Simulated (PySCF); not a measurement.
# Ionising TlI

RHF-CCSD(T); basis Tl cc-pVDZ-PP with ECP60, I cc-pVDZ-PP with ECP28; scalar-relativistic core potentials; PySCF 2.14. Neutral (RHF): singlet (closed shell), Re = 2.888 Å, ωe = 149 cm⁻¹, De = 3.22 eV.

TlI⁺ (UHF): doublet (π ↑), Re = 3.534 Å, ωe = 57.9 cm⁻¹. The energies at the minima are -466.45729 hartree for TlI and -466.15915 for TlI⁺.

Problem. Work out the adiabatic ionisation energy, without and with harmonic zero-point energies (1 hartree = 27.2114 eV, 1 eV = 8065.5 cm⁻¹), and the change of the bond length.

Solution. At CCSD(T): 0.29814 hartree = 8.113 eV between the minima; the zero-point term (57.9 − 149.0)/2 cm⁻¹ = -0.006 eV makes it 8.107 eV. Re changes by +64.6 pm against the neutral. The electron leaves a π orbital, and the ion is left as a loose complex of an ion and an atom.

Correlated steps freeze 8 core orbitals. Correlated levels converge slowly with the basis: in double zeta they bind strong bonds too weakly, by up to about 1 eV, and carry superposition errors of some tenths. Spin–orbit coupling is left out, which matters for elements this heavy, above all for dissociation energies. Where the molecule has an RHF reference, its open-shell atoms are computed with UHF. States were picked by a PBE0 search and need not be the measured ground states.

Neutral and ion stand on different kinds of reference determinant, which adds to the error of the difference.
